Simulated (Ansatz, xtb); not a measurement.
# Relaxing a trial structure of HPSTe

The starting geometry of this gas-phase singlet has its atoms placed at random.

```xyz
4

P    -1.7553    0.3259   -0.6012
S     1.3196    0.6439    0.3956
Te   -0.2856   -0.2109    1.5918
H     0.8826   -1.1327    0.9462
```

Question: One run relaxed it with r2SCAN-D4/def2-SVP. What is a likely outcome?

Answer: It ends as `S=P[TeH]`. Contacts that open: S2–Te3 (2.18 → 3.70 Å). Contacts that close: P1–S2 (3.25 → 1.93 Å).

The energy falls by 5.33 eV over 14 steps:

```json
{"step": "1", "E − E(last) (eV)": "5.333"}
{"step": "2", "E − E(last) (eV)": "3.788"}
{"step": "4", "E − E(last) (eV)": "2.266"}
{"step": "5", "E − E(last) (eV)": "2.059"}
{"step": "7", "E − E(last) (eV)": "0.814"}
{"step": "8", "E − E(last) (eV)": "0.260"}
{"step": "10", "E − E(last) (eV)": "0.108"}
{"step": "11", "E − E(last) (eV)": "0.007"}
{"step": "13", "E − E(last) (eV)": "0.000"}
{"step": "14", "E − E(last) (eV)": "0.000"}
```

Final geometry (Å):

| atom | x (Å) | y (Å) | z (Å) |
| --- | --- | --- | --- |
| P | -0.8169 | 0.8245 | -0.0644 |
| S | 0.9509 | 1.1079 | -0.7933 |
| Te | -0.8041 | -1.0119 | 1.6746 |
| H | 0.8313 | -1.2943 | 1.5155 |

From the same start GFN2-xTB ends elsewhere, differing in S2–Te3 (2.37 against 3.70 Å here).

From so rough a start the end depends on the optimiser's path, so another program may land elsewhere. No frequencies were run, so the end isn't proven a minimum. Atoms past krypton carry core potentials, without spin–orbit terms. Run with Ansatz 0.2.0, 22 s on 2 threads of Arm Neoverse V1, on a shared host.
